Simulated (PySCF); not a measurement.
GeH₇NOSi, SMILES [OH][GeH2][NH][SiH3].

The structure is a stationary point at ωB97X-D3(BJ)/def2-SVP. This is a generated structure with no PubChem entry under its InChIKey; it may be hypothetical. Other conformers were not sampled.

The numbers are results of TDDFT-PBE/def2-SVPD (PySCF 2.14.0), not measurements.

Vertical excitations. 

| state | energy (eV) | λ (nm) | f | main pairs |
|---|---|---|---|---|
| S1 | 5.50 | 225 | 0.019 | HOMO→LUMO 96 % |
| S2 | 5.95 | 208 | 0.030 | HOMO→LUMO+1 96 % |
| S3 | 6.21 | 200 | 0.016 | HOMO→LUMO+2 96 % |
| S4 | 6.33 | 196 | 0.026 | HOMO−1→LUMO 96 % |
| S5 | 6.65 | 186 | 0.010 | HOMO→LUMO+3 99 % |
| S6 | 6.77 | 183 | 0.002 | HOMO→LUMO+4 94 % |
| S7 | 6.80 | 182 | 0.016 | HOMO−1→LUMO+1 90 % |
| S8 | 6.99 | 177 | 0.039 | HOMO→LUMO+5 95 % |
| S9 | 7.06 | 176 | 0.013 | HOMO−1→LUMO+2 86 % |
| S10 | 7.10 | 175 | 0.012 | HOMO−2→LUMO 85 % |
| T1 | 5.19 | 239 | 0 | HOMO→LUMO 99 % |
| T2 | 5.60 | 221 | 0 | HOMO→LUMO+1 99 % |
| T3 | 5.99 | 207 | 0 | HOMO→LUMO+2 99 % |
| T4 | 6.13 | 202 | 0 | HOMO−1→LUMO 96 % |
Triplets are in the Tamm–Dancoff approximation, which puts them higher than full response would, so one can lie above its singlet here.
